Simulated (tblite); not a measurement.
Species: C₃H₅F₃O₂SSi.
Atom-mapped SMILES: `[O:1]=[S:2](=[O:3])(/[CH:4]=[CH:5]/[SiH3:6])[C:7]([F:8])([F:9])[F:10]` (hydrogens: H11 on C4; H12 on C5; H13, H14, H15 on Si6)

Structure used (GFN2-xTB), in Å, numbered top down from 1:
```
atom  x, y, z in Å
O1    -1.3863   -1.4740    1.0796
S2    -1.3797   -1.0491   -0.2845
O3    -1.8949   -1.9148   -1.2968
C4     0.2137   -0.3823   -0.7360
C5     1.1218   -0.2064    0.1984
Si6    2.8647    0.4863   -0.0735
C7    -2.4473    0.5210   -0.3469
F8    -1.9717    1.4126    0.5260
F9    -3.7184    0.2840   -0.0696
F10   -2.3628    1.0658   -1.5630
H11    0.3047   -0.1673   -1.7844
H12    0.8334   -0.5020    1.1993
H13    3.8007   -0.5980    0.2197
H14    3.0325    1.5964    0.8628
H15    2.9851    0.9357   -1.4587
```

Level: GFN2-xTB in tblite, geometry and Hessian alike; calculated harmonic values, unscaled, isolated species. Against measured fundamentals such values can be off by several per cent, at times by over 20. Modes of hydrogen on silicon can be 10 to 20 % off. One conformer, not necessarily the lowest.

Harmonic wavenumbers (cm⁻¹): 28.5, 31.5, 59.2, 107.0, 116.9, 129.8, 139.0, 221.0, 248.9, 279.5, 284.9, 347.2, 451.9, 470.7, 478.9, 495.2, 532.4, 543.8, 655.2, 694.4, 736.8, 748.1, 761.5, 765.2, 783.0, 1006.6, 1067.5, 1085.9, 1092.7, 1127.1, 1162.2, 1231.9, 1292.2, 1655.0, 2288.9, 2292.5, 2297.7, 3048.9, 3128.0.

A = 1662, B = 566.4, C = 508.6 MHz; mass 189.973 u (most abundant isotopes); point group C1, symmetry number 1.

Problem. Zero-point energy?

Solution. Half the sum of the wavenumbers: 16944 cm⁻¹ = 202.69 kJ/mol.

Problem. What is S at 500 K and 1 bar for an ideal gas of classical rigid rotors and harmonic oscillators?

Solution. Translation 185.04, rotation 135.67, vibration 274.19: S = 594.9 J/(mol K).

Problem. And Cp and H(500 K) − H(0)?

Solution. Cp = 246.05 J/(mol K), of which vibrations give 212.79 (their classical limit is 39 R = 324.3); H(500 K) − H(0) = 80.31 kJ/mol without the zero-point energy, 63.68 from vibrations.

Problem. What must be added to the electronic energy to get the Gibbs energy at 500 K and 1 bar?

Solution. ZPE + [H(500 K) − H(0)] − T·S = 202.69 + 80.31 − 297.45 = -14.45 kJ/mol.

Problem. Which modes carry the vibrational entropy at 500 K?

Solution. 28.5 cm⁻¹: 29.11; 31.5 cm⁻¹: 28.28; 59.2 cm⁻¹: 23.04; 107.0 cm⁻¹: 18.14; 116.9 cm⁻¹: 17.41; 129.8 cm⁻¹: 16.55 J/(mol K); the other 33 give 141.65 together.

Problem. How do the functions run with temperature in this model?

Solution. 
```json
{"T (K)": "150", "S (J/(mol K))": "376.0", "Cp (J/(mol K))": "124.3", "H − H(0) (kJ/mol)": "12.36", "G − H(0) (kJ/mol)": "-44.04", "ln q(vib)": "5.55"}
{"T (K)": "250", "S (J/(mol K))": "450.6", "Cp (J/(mol K))": "170.3", "H − H(0) (kJ/mol)": "27.15", "G − H(0) (kJ/mol)": "-85.49", "ln q(vib)": "9.33"}
{"T (K)": "298.15", "S (J/(mol K))": "482.2", "Cp (J/(mol K))": "189.3", "H − H(0) (kJ/mol)": "35.82", "G − H(0) (kJ/mol)": "-107.95", "ln q(vib)": "11.04"}
{"T (K)": "400", "S (J/(mol K))": "542.6", "Cp (J/(mol K))": "222.0", "H − H(0) (kJ/mol)": "56.85", "G − H(0) (kJ/mol)": "-160.21", "ln q(vib)": "14.49"}
{"T (K)": "600", "S (J/(mol K))": "641.4", "Cp (J/(mol K))": "264.3", "H − H(0) (kJ/mol)": "105.86", "G − H(0) (kJ/mol)": "-279.00", "ln q(vib)": "20.63"}
{"T (K)": "900", "S (J/(mol K))": "756.0", "Cp (J/(mol K))": "299.2", "H − H(0) (kJ/mol)": "190.96", "G − H(0) (kJ/mol)": "-489.42", "ln q(vib)": "28.48"}
```

q(vib) and H(0) count from the zero-point level.

Hindered rotation and anharmonicity are outside this model. Other conformers, if any are populated, would add a mixing term that is left out. The structure is chiral; the term R ln 2 for an equal mix with its mirror image is left out.

Time: 0.52 s of wall time. Hardware: one thread, Arm Neoverse V2 (aarch64), no GPU (shared host). This covers the Hessian and the dipole derivatives.
